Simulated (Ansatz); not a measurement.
`CB[SiH](C)F` + H₂S → `C[SiH](F)BS` + CH₄  (ligand exchange at a B–C bond)

Isolated molecules relaxed with PBE0-D4/def2-TZVP in Ansatz; ΔE leaves out vibrations. CBS: MP2 limit from def2 TZ/QZ plus the TZ coupled-cluster correction, frozen cores. This one scheme is used for every species. Functionals use def2-TZVPP. B3LYP here is the variant with VWN-RPA as its local correlation; programs differ in this. One conformer a species, not always the lowest.

```json
{"level": "r2SCAN-D4", "ΔE (kJ/mol)": "-113.5"}
{"level": "PBE0", "ΔE (kJ/mol)": "-109.0"}
{"level": "B3LYP", "ΔE (kJ/mol)": "-106.3"}
{"level": "MP2/def2-TZVPP", "ΔE (kJ/mol)": "-113.5"}
{"level": "SCS-MP2/def2-TZVPP", "ΔE (kJ/mol)": "-109.0"}
{"level": "CCSD(T)/def2-TZVPP", "ΔE (kJ/mol)": "-109.2"}
{"level": "HF/def2-QZVPP", "ΔE (kJ/mol)": "-94.4"}
{"level": "MP2/CBS(def2)", "ΔE (kJ/mol)": "-113.2"}
```

Question: What does CCSD(T)/CBS give? (An estimate is asked.)

Answer: Computed: -108.9 kJ/mol. The listed levels differ from it by -4.6, -0.1, 2.6, -4.6, -0.1, -0.3, 14.5, -4.3 kJ/mol.

Largest T1 diagnostic among the species: 0.014.

In def2-TZVPP, CCSD(T) changes the Hartree–Fock value by −13.8 kJ/mol (the triples alone add −4.7 kJ/mol) and MP2 by −18.1 kJ/mol. The D4 term adds −3.2 kJ/mol with B3LYP and −1.6 kJ/mol with PBE0; it sums over pairs of atoms, weighted by their polarisabilities, and B3LYP, whose exchange is more repulsive, gets the larger term. From PBE to PBE0 (25 % exact exchange), in def2-TZVPP and without D4, ΔE moves by +3.4 kJ/mol.
